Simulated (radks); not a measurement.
Values are calculated unless marked as measured or tabulated.
Spherical quantum dot in the effective-mass picture: electrons in a hard-walled sphere of radius 4.62, all in effective atomic units (hartree* = m*/eps^2 hartree, bohr* = eps/m* bohr), one dielectric constant everywhere. Level of theory: non-relativistic Kohn-Sham, exchange-only LDA, spin-polarised, spherical densities (a radial shooting solver with Libxc functionals). Levels are named by radial order and angular momentum (1s, 1p, 1d, 2s, ...), and open shells are averaged over m. Results are scaled to m* = 0.262 and eps = 15.2, for which hartree* = 30.86 meV and bohr* = 3.07 nm. Each electron was tried in the lowest free levels, single moves between levels near the top were tried too, and the lowest total energy was kept; such a search can miss a lower state. At N = 1 the Hartree and exchange-correlation terms need not cancel, so that row can carry a self-interaction error.

N,open shells,2S,mu = E(N) - E(N-1) (meV),addition energy mu(N+1) - mu(N) (meV),e(HOMO) (meV)
1,"1s(up 1, down 0)",1,7.9281,11.37,12.097
2,none,0,19.299,14.02,23.065
3,"1p(up 1, down 0)",1,33.320,8.121,37.320
4,"1p(up 2, down 0)",2,41.441,8.337,45.592
5,"1p(up 3, down 0)",3,49.778,11.44,53.972
6,"1p(up 3, down 1)",2,61.216,7.761,65.031
7,"1p(up 3, down 2)",1,68.977,8.015,72.961
8,none,0,76.992,15.40,81.039
9,"1d(up 1, down 0)",1,92.393,7.898,96.331
10,"1d(up 2, down 0)",2,100.29,7.947,104.26
11,"1d(up 3, down 0)",3,108.24,7.973,112.22
12,"1d(up 4, down 0)",4,116.21,7.987,120.20
13,"1d(up 5, down 0)",5,124.20,10.76,128.19
14,"1d(up 5, down 1)",4,134.96,7.724,138.81
15,"1d(up 5, down 2)",3,142.68,7.781,146.56
16,"1d(up 5, down 3)",2,150.46,7.817,154.37
17,"1d(up 5, down 4)",1,158.28,7.839,162.20
18,none,0,166.12,16.68,170.04
19,"1f(up 1, down 0)",1,182.80,7.735,186.66
20,"1f(up 2, down 0)",2,190.53,7.748,194.41
21,"1f(up 3, down 0)",3,198.28,7.757,202.16
22,"1f(up 4, down 0)",4,206.04,7.763,209.92
23,"1f(up 5, down 0)",5,213.80,7.767,217.69
24,"1f(up 6, down 0)",6,221.57,7.769,225.45
25,"1f(up 7, down 0)",7,229.34,-,233.22

All shells are closed at N = 2, 8, 18 (there: 1s2 1p6 1d10); the second difference of the energy has clear peaks (12 % above both neighbours; the first and last values, which can be the largest, are not judged, and half-filled shells can peak too) at N = 2, 5, 8, 13, 18.
